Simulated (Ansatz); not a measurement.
C2H7BSSi can be A, `CC1B[SiH2]S1`, or B, `[SiH3]CBC=S`.

Calculated with Ansatz (gas phase, PBE0-D4/def2-TZVP geometries, no zero-point term in ΔE). CCSD(T)/CBS is the MP2 limit (def2-TZVPP, def2-QZVPP) plus CCSD(T) − MP2 in def2-TZVPP, frozen cores. Functionals use def2-TZVPP. B3LYP here is the variant with VWN-RPA as its local correlation; programs differ in this. Each species was taken in one conformer, which may not be the lowest.

Problem. Which isomer does CCSD(T)/CBS put lower? Give the gap. (An estimate is asked.)

Solution. Computed: A, by 7.5 kcal/mol.

Problem. Give E(B) − E(A) in kcal/mol with ωB97M-V, CCSD(T)/def2-TZVPP, PBE-D4, MP2/def2-TZVPP, CCSD/def2-TZVPP, PBE0-D4, B3LYP. (Estimate.)

Solution. Ansatz gave: ωB97M-V 7.5, CCSD(T)/def2-TZVPP 6.1, PBE-D4 7.7, MP2/def2-TZVPP 7.1, CCSD/def2-TZVPP 7.2, PBE0-D4 11.0, B3LYP 4.2. None reverses the order clearly.

Largest T1 diagnostic: 0.017.

From PBE to PBE0 (25 % exact exchange), in def2-TZVPP and without D4, E(B) − E(A) moves by +3.4 kcal/mol.
